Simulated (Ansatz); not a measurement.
Geometry optimisation, RKS PBE-D4/def2-SVP (Ansatz 0.2.0).

Input file:

```yaml
crystal:
  periodic: [false, false, false]
  atoms:
    - { symbol: Ta, position_ang: [-0.556959, 0.505386, 0.19945] }
    - { symbol: F, position_ang: [2.215922, -0.909188, -0.080173] }
    - { symbol: Cl, position_ang: [-0.17343, 0.474532, 2.555597] }
    - { symbol: O, position_ang: [-0.123447, 0.447068, -1.648515] }
    - { symbol: H, position_ang: [0.628657, 0.087489, -2.153551] }
    - { symbol: O, position_ang: [-1.94867, 1.787523, 0.175935] }
    - { symbol: H, position_ang: [-2.761587, 1.843732, 0.712506] }
    - { symbol: O, position_ang: [-1.016321, -1.350395, 0.325889] }
    - { symbol: H, position_ang: [-0.753701, -1.961339, 1.03924] }
    - { symbol: H, position_ang: [1.033726, 1.336233, 0.338297] }
    - { symbol: H, position_ang: [2.279409, -0.032941, 0.243325] }
basis:
  gaussian: { orbitals: def2-SVP }
hamiltonian:
  xc: pbe
  dispersion: d4
relax:
  f_tol: 0.03
  max_steps: 50
```

Command:

```bash
$ ansatz run input.yaml --threads 4 --pin off --max-ram 5120MiB --backend cpu --events-out ev --progress --plain --runs-dir out
```

Question: Where does it end, and by what steps?

Answer: The run converged. After 49 steps the energy has fallen by 1.556 eV; H11 moved furthest, 2.27 Å. Parted: Ta1–H10 (1.80 → 3.84 Å), F2–H11 (0.94 → 4.05 Å). Joined: Ta1–F2 (3.13 → 1.93 Å), H10–H11 (1.85 → 0.77 Å).

| step | energy less start (eV) | largest force component (eV/Å) | accepted |
| --- | --- | --- | --- |
| 0 | 0.0000 | 0.593 | yes |
| 2 | -0.0981 | 0.370 | yes |
| 4 | -0.1213 | 0.265 | yes |
| 6 | -0.1860 | 0.155 | yes |
| 8 | -0.1982 | 0.169 | yes |
| 10 | -0.2089 | 0.329 | yes |
| 12 | -0.2306 | 0.196 | yes |
| 14 | -0.2325 | 2.090 | no |
| 16 | -0.4323 | 1.224 | yes |
| 18 | -0.9731 | 0.949 | yes |
| 20 | -1.2319 | 0.778 | yes |
| 22 | -1.3326 | 0.615 | yes |
| 24 | -1.3639 | 0.302 | yes |
| 26 | -1.3776 | 0.136 | yes |
| 28 | -1.3865 | 0.205 | yes |
| 30 | -1.4059 | 0.663 | yes |
| 32 | -1.4454 | 0.807 | yes |
| 34 | -1.4996 | 0.301 | yes |
| 36 | -1.5181 | 1.054 | no |
| 38 | -1.5431 | 0.098 | yes |
| 40 | -1.5502 | 0.226 | yes |
| 42 | -1.5503 | 0.202 | no |
| 44 | -1.5544 | 0.269 | no |
| 46 | -1.5562 | 0.082 | yes |
| 48 | -1.5561 | 0.079 | no |
| 49 | -1.5564 | 0.019 | yes |

```xyz
11
Properties=species:S:1:pos:R:3
Ta -0.483 -0.219 0.412
F 0.877 -1.565 0.142
Cl 0.605 0.507 2.353
O 0.059 0.413 -1.325
H 0.768 -0.090 -1.770
O -1.852 1.076 0.470
H -2.530 1.753 0.338
O -1.725 -1.673 0.564
H -1.399 -2.586 0.446
H 2.240 2.379 -0.338
H 2.263 2.233 0.417
```

Whether the end is a true minimum wasn't checked by a vibrational analysis.

Time of the run: 87 s on 4 threads of Arm Neoverse V2, with other jobs on the host, peak memory 0.2 GiB.
